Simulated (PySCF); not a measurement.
PySCF job for CH5FOSi, SMILES O[Si@H](F)C, TDA-PBE/def2-SVPD. Geometry optimised at B3LYP-D3(BJ)/def2-SVP. The structure was generated by enumeration; whether it is a known compound was not checked. The values are those of a single conformer.

```python
import numpy as np
from pyscf import gto, scf, dft, tdscf

mol = gto.M(
    atom='''
    C    -1.34864800   -0.52367286    0.91600268
    Si   -0.11514469    0.10469965   -0.33157464
    O     1.03881294   -1.01834842   -0.71960476
    F     0.60264971    1.41185333    0.33056901
    H    -0.85316592   -0.79914352    1.86175925
    H    -1.87707640   -1.41191227    0.53398976
    H    -2.09916724    0.24992185    1.14580183
    H    -0.72180892    0.51755358   -1.61518866
    H     1.52078116   -1.44007019    0.00138387
    ''',
    basis='def2-SVPD',
    charge=0,
    spin=0,
    max_memory=1600,
    verbose=4,
)
mf = dft.RKS(mol, xc='pbe').density_fit(auxbasis='def2-universal-jkfit')
mf.grids.level = 3
mf.conv_tol = 1e-9
mf.max_cycle = 100
mf.kernel()
mf.grids = dft.Grids(mol).set(level=1).build(with_non0tab=True)  # coarser grid for the response kernel
td = tdscf.TDA(mf)
td.singlet = True
td.nstates = 10
td.conv_tol = 1e-4
td.positive_eig_threshold = 1e-6
td.kernel(x0=td.get_init_guess(mf, 15))
td.analyze()
tt = tdscf.TDA(mf)
tt.singlet = False
tt.nstates = 4
tt.conv_tol = 1e-4
tt.positive_eig_threshold = 1e-6
tt.kernel(x0=tt.get_init_guess(mf, 9))
tt.analyze(verbose=3)
```

Program output:

```
PySCF version 2.14.0

[INPUT] verbose = 4
[INPUT] num. atoms = 9
[INPUT] num. electrons = 42
[INPUT] charge = 0
[INPUT] spin (= nelec alpha-beta = 2S) = 0
[INPUT] symmetry False subgroup None
[INPUT] Mole.unit = angstrom
[INPUT] Symbol           X                Y                Z      unit          X                Y                Z       unit  Magmom
[INPUT]  1 C     -1.348648000000  -0.523672860000   0.916002680000 AA   -2.548575358442  -0.989598284268   1.730994194568 Bohr   0.0
[INPUT]  2 Si    -0.115144690000   0.104699650000  -0.331574640000 AA   -0.217591928798   0.197853663838  -0.626585259451 Bohr   0.0
[INPUT]  3 O      1.038812940000  -1.018348420000  -0.719604760000 AA    1.963071951254  -1.924399613184  -1.359855914333 Bohr   0.0
[INPUT]  4 F      0.602649710000   1.411853330000   0.330569010000 AA    1.138842900949   2.668016121755   0.624684894169 Bohr   0.0
[INPUT]  5 H     -0.853165920000  -0.799143520000   1.861759250000 AA   -1.612249927613  -1.510162387021   3.518215092376 Bohr   0.0
[INPUT]  6 H     -1.877076400000  -1.411912270000   0.533989760000 AA   -3.547160310885  -2.668127502213   1.009094399722 Bohr   0.0
[INPUT]  7 H     -2.099167240000   0.249921850000   1.145801830000 AA   -3.966851173259   0.472283849045   2.165251651725 Bohr   0.0
[INPUT]  8 H     -0.721808920000   0.517553580000  -1.615188660000 AA   -1.364021173068   0.978034520988  -3.052264206903 Bohr   0.0
[INPUT]  9 H      1.520781160000  -1.440070190000   0.001383870000 AA    2.873859887798  -2.721338259250   0.002615135292 Bohr   0.0

nuclear repulsion = 181.185770987214
number of shells = 56
number of NR pGTOs = 188
number of NR cGTOs = 130
basis = def2-SVPD
ecp = {}


[settings echo left out]
init E= -505.239608567187
  HOMO = -0.352832970475713  LUMO = -0.0439333039434802  gap/eV = 8.40559
cycle= 1 E= -504.993513107719  delta_E= 0.246  |g|= 0.945  |ddm|= 3.53
  HOMO = -0.123578333661107  LUMO = 0.00743323516930516  gap/eV = 3.56501
cycle= 2 E= -504.392392055773  delta_E= 0.601  |g|= 1.97  |ddm|= 2.34
  HOMO = -0.268811254426945  LUMO = -0.0285611567198414  gap/eV = 6.53754
cycle= 3 E= -505.156836617384  delta_E= -0.764  |g|= 0.224  |ddm|= 1.67
  HOMO = -0.281175949856775  LUMO = -0.022015366519303  gap/eV = 7.05212
cycle= 4 E= -505.167596428037  delta_E= -0.0108  |g|= 0.0891  |ddm|= 0.294
  HOMO = -0.277951057282143  LUMO = -0.0204237802706788  gap/eV = 7.00767
cycle= 5 E= -505.169215207346  delta_E= -0.00162  |g|= 0.0272  |ddm|= 0.093
  HOMO = -0.276874003280912  LUMO = -0.0208425023684149  gap/eV = 6.96697
cycle= 6 E= -505.169340891923  delta_E= -0.000126  |g|= 0.00945  |ddm|= 0.031
  HOMO = -0.277355816404139  LUMO = -0.0213581822625546  gap/eV = 6.96605
cycle= 7 E= -505.169359715524  delta_E= -1.88e-05  |g|= 0.00149  |ddm|= 0.00965
  HOMO = -0.277338590893316  LUMO = -0.0213376124686855  gap/eV = 6.96614
cycle= 8 E= -505.169360267068  delta_E= -5.52e-07  |g|= 0.000278  |ddm|= 0.00219
  HOMO = -0.277369027713058  LUMO = -0.0213546692205844  gap/eV = 6.96651
cycle= 9 E= -505.169360287136  delta_E= -2.01e-08  |g|= 4.51e-05  |ddm|= 0.000442
  HOMO = -0.277368378523983  LUMO = -0.0213546295834113  gap/eV = 6.96649
cycle= 10 E= -505.169360287651  delta_E= -5.15e-10  |g|= 1.18e-05  |ddm|= 9.01e-05
  HOMO = -0.277370388361346  LUMO = -0.0213551613723659  gap/eV = 6.96653
Extra cycle  E= -505.169360287651  delta_E= 4.55e-13  |g|= 1.21e-05  |ddm|= 4.22e-05
converged SCF energy = -505.169360287651
tot grids = 34432
Overwritten attributes  positive_eig_threshold  of <class 'pyscf.tdscf.rks.TDA'>


******** <class 'pyscf.tdscf.rks.TDA'> for <class 'pyscf.df.df_jk.DFRKS'> ********
nstates = 10 singlet
deg_eia_thresh = 1.000e-03
wfnsym = None
conv_tol = 0.0001
eigh lindep = 1e-12
eigh level_shift = 0
eigh max_cycle = 100


Excitation energies (eV)
[7.05953515 7.69461821 7.85141124 8.00005248 8.36577753 8.43910143
 8.65279131 8.78653075 9.03110462 9.07935815]

** Singlet excitation energies and oscillator strengths **
Excited State   1:      7.05954 eV    175.63 nm  f=0.0273
      21 -> 22       -0.70360
Excited State   2:      7.69462 eV    161.13 nm  f=0.0262
      20 -> 22        0.69003
      21 -> 23        0.12397
Excited State   3:      7.85141 eV    157.91 nm  f=0.0232
      20 -> 22       -0.12566
      21 -> 23        0.68748
Excited State   4:      8.00005 eV    154.98 nm  f=0.0257
      21 -> 24        0.69067
Excited State   5:      8.36578 eV    148.20 nm  f=0.0533
      19 -> 22       -0.67404
      20 -> 24       -0.18222
Excited State   6:      8.43910 eV    146.92 nm  f=0.0229
      20 -> 23       -0.69410
Excited State   7:      8.65279 eV    143.29 nm  f=0.0608
      21 -> 25        0.68142
Excited State   8:      8.78653 eV    141.11 nm  f=0.0617
      19 -> 22        0.15115
      20 -> 24       -0.64274
      21 -> 25       -0.10031
Excited State   9:      9.03110 eV    137.29 nm  f=0.0271
      18 -> 22       -0.69583
Excited State  10:      9.07936 eV    136.56 nm  f=0.0223
      19 -> 23       -0.64681
      20 -> 25        0.12908
      21 -> 26       -0.20350

** Transition electric dipole moments (AU) **
state          X           Y           Z        Dip. S.      Osc.
  1        -0.2355     -0.2002      0.2496      0.1578      0.0273
  2         0.2778      0.2311      0.0915      0.1390      0.0262
  3         0.2448      0.0171     -0.2455      0.1205      0.0232
  4         0.2279      0.1259     -0.2512      0.1309      0.0257
  5         0.4068     -0.2080     -0.2266      0.2601      0.0533
  6         0.2992      0.0919     -0.1133      0.1108      0.0229
  7         0.0639     -0.1334      0.5148      0.2869      0.0608
  8        -0.2702      0.4520     -0.0965      0.2866      0.0617
  9         0.2791      0.0800      0.1960      0.1227      0.0271
 10        -0.1838      0.0466      0.2534      0.1002      0.0223

** Transition velocity dipole moments (imaginary part, AU) **
state          X           Y           Z        Dip. S.      Osc.
  1        -0.0619     -0.0483      0.0589      0.0096      0.0248
  2         0.0611      0.0594      0.0186      0.0076      0.0179
  3         0.0695     -0.0061     -0.0612      0.0086      0.0199
  4         0.0555      0.0345     -0.0470      0.0065      0.0147
  5         0.1161     -0.0530     -0.0557      0.0194      0.0420
  6         0.0769      0.0339     -0.0264      0.0078      0.0167
  7        -0.0003     -0.0341      0.1298      0.0180      0.0378
  8        -0.0536      0.1057     -0.0204      0.0145      0.0299
  9         0.0738      0.0402      0.0433      0.0089      0.0179
 10        -0.0545      0.0141      0.0746      0.0087      0.0175

** Transition magnetic dipole moments (imaginary part, AU) **
state          X           Y           Z
  1         0.2826      0.4696      0.3939
  2         0.0240      0.3808     -0.4824
  3         0.4851      0.1930      0.3087
  4        -0.6510      0.7678      0.0822
  5        -0.3767     -0.1001      0.0565
  6         0.3047      0.2971      0.0384
  7        -0.3580     -0.2982     -0.2752
  8        -0.4117      0.1645      0.0617
  9         0.5357      0.1530      0.0394
 10        -0.1768     -0.3306     -0.0005


******** <class 'pyscf.tdscf.rks.TDA'> for <class 'pyscf.df.df_jk.DFRKS'> ********
nstates = 4 triplet
deg_eia_thresh = 1.000e-03
wfnsym = None
conv_tol = 0.0001
eigh lindep = 1e-12
eigh level_shift = 0
eigh max_cycle = 100


Excitation energies (eV)
[6.83295113 7.40125979 7.5877713  7.63484561]

** Triplet excitation energies and oscillator strengths **
Excited State   1:      6.83295 eV    181.45 nm  f=0.0000
Excited State   2:      7.40126 eV    167.52 nm  f=0.0000
Excited State   3:      7.58777 eV    163.40 nm  f=0.0000
Excited State   4:      7.63485 eV    162.39 nm  f=0.0000
```

Self-consistency was reached.
